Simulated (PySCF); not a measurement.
Electron correlation in Sn⁺ (tin, charge +1)

[Kr] 4d10 5s2 5p1, 2P determinant. All numbers are calculated (PySCF 2.14, a scalar-relativistic core potential, in aug-cc-pVQZ-PP with ECP28MDF). Frozen: 4s2 4p6 4d10; 3 electrons correlated.

```json
{"level": "CCSD", "correlation energy (mhartree)": "-45.49"}
{"level": "(T)", "correlation energy (mhartree)": "-0.74"}
{"level": "CCSD(T)", "correlation energy (mhartree)": "-46.23"}
```

Diagnostics: T1 = 0.011, D1 = 0.0244, largest double amplitude 0.092.

**Question.** Is a single reference adequate?

**Answer.** Mostly. T1 lies below 0.03, but a double amplitude of this size points to a near-degeneracy that CCSD handles and MP2 describes poorly.
